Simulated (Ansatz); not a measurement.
Ge4H12Si2 can be A, `[SiH2]1[SiH2][GeH2][GeH2][GeH2][GeH2]1`, or B, `[SiH2]1[GeH2][SiH2][GeH2][GeH2][GeH2]1`.

Isolated molecules relaxed with PBE0-D4/def2-TZVP in Ansatz; ΔE leaves out vibrations. CCSD(T)/CBS is the MP2 limit (def2-TZVPP, def2-QZVPP) plus CCSD(T) − MP2 in def2-TZVPP, frozen cores. DFT in def2-TZVPP. B3LYP here is the variant with VWN-RPA as its local correlation; programs differ in this. For Ge outer-core shells are correlated without core-valence functions, which leaves a few kJ/mol of doubt a bond. Scalar relativity is left out up to krypton.

Q: Which is lower in electronic energy at CCSD(T)/CBS, and by how much? (Estimate.)

A: Computed: B, by 0.2 kcal/mol. So small a gap doesn't settle the order.

Q: Give E(B) − E(A) in kcal/mol with B2PLYP, B3LYP, B3LYP-D4, r2SCAN-D4, CCSD(T)/def2-TZVPP, HF/def2-TZVPP, CCSD/def2-TZVPP. (Estimate.)

A: Computed: B2PLYP 0.1, B3LYP 0.2, B3LYP-D4 0.2, r2SCAN-D4 0.0, CCSD(T)/def2-TZVPP 0.0, HF/def2-TZVPP 0.4, CCSD/def2-TZVPP 0.1. The order is the other way round with B3LYP, B3LYP-D4, HF/def2-TZVPP.

Largest T1 diagnostic: 0.012.

Leaving LDA and LC-ωPBE aside and taking each functional with its dispersion term where it has one, the values, not all of them listed here, spread over 0.4 kcal/mol, from ωB97M-V to BLYP-D4.
